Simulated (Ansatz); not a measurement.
Abridged output of a molecular run in Ansatz:

```
Functional definition: HF
1421 factors; integrals over basis functions are off by at most 7.2e-4 eV
mean field evaluation 1: about -14747.1874 eV, gradient 4.7e1 eV
mean field evaluation 2: about -14747.4362 eV, gradient 4.7e1 eV
mean field evaluation 4: about -14751.6514 eV, gradient 3.8e0 eV
mean field evaluation 8: about -14751.7107 eV, gradient 2.1e-1 eV
mean field -14751.71088102 eV, -542.1153758086 hartree, gradient 2.3e-6 eV, S^2 0.000000; 0 other end points of the search recorded, 0 dependent functions left out
9 core orbitals not correlated: weight in the atoms' cores, before any rotation towards them, 1.000 or more for the frozen orbitals, at most 0.000 for the correlated occupied ones
reference -14751.71088102 eV, -542.1153758086 hartree; 15, 15 occupied and 212, 212 virtual orbitals, 1421 factors
second order -25.27489087 eV of doubles, -0.00000000 eV of singles
cycle   1  -25.41280300 eV  change   -1.4e-1 eV  update   1.0e-1
cycle   2  -25.97896346 eV  change   -5.7e-1 eV  update   3.1e-2
cycle   3  -26.11377977 eV  change   -1.3e-1 eV  update   1.6e-2
cycle   4  -26.10074735 eV  change    1.3e-2 eV  update   3.8e-3
cycle   5  -26.09988487 eV  change    8.6e-4 eV  update   1.6e-3
cycle   6  -26.10101725 eV  change   -1.1e-3 eV  update   4.5e-4
cycle   7  -26.10094390 eV  change    7.3e-5 eV  update   1.7e-4
cycle   8  -26.10085707 eV  change    8.7e-5 eV  update   5.2e-5
cycle   9  -26.10087238 eV  change   -1.5e-5 eV  update   2.2e-5
perturbative correction -0.96309258 eV, -0.0353929996 hartree
Total energy: -14778.77484598 eV, -543.1099581765 hartree
```

Its atoms:

Z-matrix (Å, degrees):
```
Si
C 1 1.849
F 1 1.600 2 106.9
O 1 1.632 2 111.8 3 121.3
H 1 1.476 2 114.4 3 -118.5
C 2 1.331 1 122.6 3 -139.0
H 2 1.089 1 119.1 3 41.8
H 4 0.959 1 118.2 2 -54.7
H 6 1.087 2 121.6 1 0.2
H 6 1.086 2 122.3 1 -179.4
```

Q: Which basis set was used?
A. def2-SVP
B. def2-QZVPP
C. cc-pV(Q+d)Z
D. def2-TZVPP

A: D. It gives 236 functions.

Q: Write the keys of the input that set method, charge and spin (a neutral closed shell needs none for the last two).

A: 
```yaml
correlation: {method: ccsd_t}
```
